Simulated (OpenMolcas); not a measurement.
# Multiconfigurational calculation on O4+

Input:

```
&GATEWAY
Coord
1

O 0.0 0.0 0.0
Basis=ANO-RCC-VTZP
Group=XYZ
NoMove
AngMom=0.0 0.0 0.0
AMFI
&SEWARD
* reference wave functions (RASSCF and RASSI steps not shown): 2 electrons in 8 orbitals (2s 2p 3s 3p)
>>> COPY JOB001 $Project.JobIph
&CASPT2
XMultistate=3 1 2 3
Frozen=0 0
IPEA=0.25
Imaginary=0.1
MaxIter=60
WThr=0.0 0.3 0.05
PrWF=0.5
NoMix
>>> COPY JOB002 $Project.JobIph
&CASPT2
XMultistate=7 1 2 3 4 5 6 7
Frozen=0 0
IPEA=0.25
Imaginary=0.1
MaxIter=60
WThr=0.0 0.3 0.05
PrWF=0.5
NoMix
>>> COPY JOB003 $Project.JobIph
&CASPT2
XMultistate=3 1 2 3
Frozen=0 0
IPEA=0.25
Imaginary=0.1
MaxIter=60
WThr=0.0 0.3 0.05
PrWF=0.5
NoMix
...
```

Output, cut to the results:

```
--- CASPT2 ---
Orbital specifications:
      -----------------------

      Symmetry species                           1   2
                                                ag  au
      Frozen orbitals                            0   0
      Inactive orbitals                          1   0
      Active orbitals                            2   6
      Secondary orbitals                        11  10
      Deleted orbitals                           0   0
      Number of basis functions                 14  16
Type of calculation                        XMS-CASPT2
      Fock operator                              state-average
      IPEA shift                                 0.25
      Real shift                                 0.00
      Imaginary shift                            0.10
      The input orbitals will be transformed to quasi-canonical
      The input states will be rotated to diagonalize the Fock operator
Reference energy:         -67.4201292079
      E2 (Non-variational):      -0.0116868994
      Shift correction:          -0.0000012056
      E2 (Variational):          -0.0116881050
      Total energy:             -67.4318173129
      Residual norm:              0.0000002391
      Reference weight:           0.99903
      Contributions to the CASPT2 correlation energy
      Active & Virtual Only:         -0.0057951712
      One Inactive Excited:          -0.0036666815
      Two Inactive Excited:          -0.0022250467
Reference energy:         -67.4201292079
      E2 (Non-variational):      -0.0116872418
      Shift correction:          -0.0000012056
      E2 (Variational):          -0.0116884474
      Total energy:             -67.4318176554
      Residual norm:              0.0000002391
      Reference weight:           0.99903
      Contributions to the CASPT2 correlation energy
      Active & Virtual Only:         -0.0057951711
      One Inactive Excited:          -0.0036670753
      Two Inactive Excited:          -0.0022249954
::    XMS-CASPT2 Root  1     Total energy:    -67.43181768
::    XMS-CASPT2 Root  2     Total energy:    -67.43181735
::    XMS-CASPT2 Root  3     Total energy:    -67.43181729
--- CASPT2 ---
Orbital specifications:
      -----------------------

      Symmetry species                           1   2
                                                ag  au
      Frozen orbitals                            0   0
      Inactive orbitals                          1   0
      Active orbitals                            2   6
      Secondary orbitals                        11  10
      Deleted orbitals                           0   0
      Number of basis functions                 14  16
Type of calculation                        XMS-CASPT2
      Fock operator                              state-average
      IPEA shift                                 0.25
      Real shift                                 0.00
      Imaginary shift                            0.10
      The input orbitals will be transformed to quasi-canonical
      The input states will be rotated to diagonalize the Fock operator
Reference energy:         -68.4045532058
      E2 (Non-variational):      -0.0108272216
      Shift correction:          -0.0000013774
      E2 (Variational):          -0.0108285989
      Total energy:             -68.4153818047
      Residual norm:              0.0000003554
      Reference weight:           0.99897
      Contributions to the CASPT2 correlation energy
      Active & Virtual Only:         -0.0070167910
      One Inactive Excited:          -0.0024038752
      Two Inactive Excited:          -0.0014065554
Reference energy:         -67.3012547017
      E2 (Non-variational):      -0.0469960181
      Shift correction:          -0.0000631555
      E2 (Variational):          -0.0470591735
      Total energy:             -67.3483138752
      Residual norm:              0.0000001278
      Reference weight:           0.98599
      Contributions to the CASPT2 correlation energy
      Active & Virtual Only:         -0.0419893305
      One Inactive Excited:          -0.0027816476
      Two Inactive Excited:          -0.0022250399
::    XMS-CASPT2 Root  1     Total energy:    -68.40938901
::    XMS-CASPT2 Root  2     Total energy:    -67.34831953
::    XMS-CASPT2 Root  3     Total energy:    -67.34831787
::    XMS-CASPT2 Root  4     Total energy:    -67.34831233
::    XMS-CASPT2 Root  5     Total energy:    -67.34830976
::    XMS-CASPT2 Root  6     Total energy:    -67.34830600
::    XMS-CASPT2 Root  7     Total energy:    -67.08064445
--- CASPT2 ---
Orbital specifications:
      -----------------------

      Symmetry species                           1   2
                                                ag  au
      Frozen orbitals                            0   0
      Inactive orbitals                          1   0
      Active orbitals                            2   6
      Secondary orbitals                        11  10
      Deleted orbitals                           0   0
      Number of basis functions                 14  16
Type of calculation                        XMS-CASPT2
      Fock operator                              state-average
      IPEA shift                                 0.25
      Real shift                                 0.00
      Imaginary shift                            0.10
      The input orbitals will be transformed to quasi-canonical
      The input states will be rotated to diagonalize the Fock operator
Reference energy:         -68.0251203637
      E2 (Non-variational):      -0.0092320405
      Shift correction:          -0.0000034511
      E2 (Variational):          -0.0092354916
      Total energy:             -68.0343558553
      Residual norm:              0.0000002790
      Reference weight:           0.99860
      Contributions to the CASPT2 correlation energy
      Active & Virtual Only:         -0.0055384259
      One Inactive Excited:          -0.0020680478
      Two Inactive Excited:          -0.0016255667
...
```

In XMS-CASPT2 the single-state energies belong to rotated reference states; over a whole degenerate manifold the rotation is arbitrary, and only the multistate roots count.

Levels above the lowest, from the spin-orbit matrix with the multistate effective Hamiltonian, averaged by term, added to it:

| Configuration | Term | J | E (cm⁻¹) | Measured (cm⁻¹) | g | Term weight % |
| --- | --- | --- | --- | --- | --- | --- |
| 2s² | ¹S | 0 | 0.0 | 0.0 |  | 100 |
| 2s 2p | ³P° | 0 | 82015 | 81942 |  | 100 |
| 2s 2p | ³P° | 1 | 82162 | 82079 | 1.501 | 100 |
| 2s 2p | ³P° | 2 | 82458 | 82385 | 1.501 | 100 |
| 2s 2p | ¹P° | 1 | 161229 | 158798 | 1.000 | 100 |
| 2p² | ³P | 0 | 214260 | 213462 |  | 100 |
| 2p² | ³P | 1 | 214407 | 213618 | 1.501 | 100 |
| 2p² | ³P | 2 | 214695 | 213887 | 1.501 | 100 |
| 2p² | ¹D | 2 | 232882 | 231721 | 1.000 | 100 |
| 2p² | ¹S | 0 | 291628 | 287910 |  | 100 |

Against the 9 measured excited levels shown (Moore, Selected Tables of Atomic Spectra, NSRDS-NBS 3, section 9) the mean absolute deviation is 1100 cm-1; the largest miss in energy is 2p² ¹S₀: computed 291628, measured 287910 cm⁻¹ (+1.3 %).

Active for correlation alone: 3p 3s; no level in the range computed is led by a configuration that fills them, so any true level of that kind is missing. Measured partners are found by configuration, term and J. A level has none where our copy of the source lacks it or the pairing is in doubt (some pairs that miss far off the trend of their configuration count as doubtful), and it then counts in no deviation. Only configurations of the active space appear. The first state left out of the spin-orbit step lies near 550000 cm-1 above the lowest spin-free state of the reference (among the parities and spins computed), and the list stops at four fifths of that energy or lower.

The term weight is that of the spin-free term in the level, not the purity of its configuration. ° marks odd parity.
